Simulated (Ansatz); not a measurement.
Born–Oppenheimer molecular dynamics of a periodic cell of 17 atoms, Ba$_{16}$B (host Ba, host structure bcc, interstitial B). It starts from a partly relaxed structure (largest force component 0.08 eV/Å).

Theory: Ansatz 0.2.0, DFT PBE-D3(BJ), scalar-relativistic, plane waves, PAW. Settings: accuracy low, cutoff 420 eV, k mesh 1x1x1, fermi-dirac smearing 0.15 eV, no spin polarisation.

```
ensemble        : NVT, Langevin thermostat
time step       : 1 fs
steps asked     : 300
set temperature : 900 K
friction        : 0.05 /fs
seed            : 685208
```

First frame:

```xyz
17
Lattice="10.0400 0.0000 0.0000 0.0000 10.0400 0.0000 0.0000 0.0000 10.0400" Properties=species:S:1:pos:R:3
Ba -0.003 0.000 -0.025
Ba 5.017 0.000 -0.043
Ba -0.010 5.020 0.018
Ba 0.053 0.001 5.024
Ba 2.511 2.509 2.544
Ba 5.032 5.020 0.018
Ba 5.015 0.001 4.996
Ba 7.536 2.522 2.490
Ba -0.034 5.020 5.007
Ba 2.511 7.531 2.545
Ba 2.501 2.475 7.536
Ba 5.050 5.020 5.010
Ba 7.536 7.518 2.490
Ba 7.533 2.542 7.541
Ba 2.501 7.562 7.538
Ba 7.533 7.498 7.541
B 2.567 -0.003 6.278
```

(1) What does the run give?

(2) What happens to the structure?

(3) How do temperature and energy run in time?

## Answers

(1) All steps were run.

```
steps done                                               : 300
time covered                                             : 300 fs
mean temperature over the second half                    : 818 K
spread of the potential energy over the second half      : 4.5 meV per atom
mean potential energy of the second half above the start : 69.9 meV per atom
```

A run of 0.3 ps of so small a system gives no equilibrium averages. Limits of this set-up: coarse k mesh, odd electron count without spin, a small cell, in which the defect meets its images, low accuracy level.

(2) Mean squared displacements from the first frame to the last, about the centre of mass: Ba 0.09 Å², B 0.86 Å². The details hang on the random start.

(3) 
```
time (fs)  T (K)  potential energy less start (eV)
        0    847                             0.000
       25   1053                             0.114
       50    762                             0.255
       75    988                             0.422
      100    701                             0.694
      125   1163                             0.923
      150    537                             1.180
      175    846                             1.222
      200    759                             1.253
      225   1047                             1.218
      250    859                             1.111
      275   1025                             1.054
      300    811                             1.286
```

Time of the run: 11 min on 2 threads of Intel(R) Xeon(R) Platinum 8488C (Sapphire Rapids), on a shared host, peak memory 0.91 GiB.
